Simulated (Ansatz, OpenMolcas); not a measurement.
A ladder of methods for CH5AlOSi (SMILES [CH2]1O[SiH2][AlH]1)

The species is CH5AlOSi (9 atoms), meant as a singlet with charge 0. SMILES: `[CH2]1O[SiH2][AlH]1`. The coordinates come from a PBE0-D4/def2-TZVP relaxation.

Quantity: the vertical energy of the triplet above the singlet, in eV. The values are calculated.

| level | kind | program | value (eV) | CPU time (all runs) |
| --- | --- | --- | --- | --- |
| HF/def2-SVP | Hartree–Fock | Ansatz | 3.03 | 6.8 s |
| SVWN5/def2-SVP | LDA | Ansatz | 3.05 | 8.4 s |
| PBE/def2-SVP | GGA | OpenMolcas | 2.95 | 3.1 min |
| r2SCAN/def2-SVP | meta-GGA | OpenMolcas | 2.91 | 3.7 min |
| B3LYP/def2-SVP | global hybrid | OpenMolcas | 3.21 | 2.4 min |
| PBE0/def2-SVP | global hybrid | OpenMolcas | 3.08 | 2.3 min |
| wB97M-V/def2-SVP | range-separated hybrid | Ansatz | 3.46 | 2.1 min |
| wB97X/def2-SVP | range-separated hybrid | Ansatz | 3.40 | 72 s |

The values span 2.91 to 3.46 eV. Times are those of the runs behind each value, whatever else they computed, on shared processors of several kinds: orders of magnitude only.
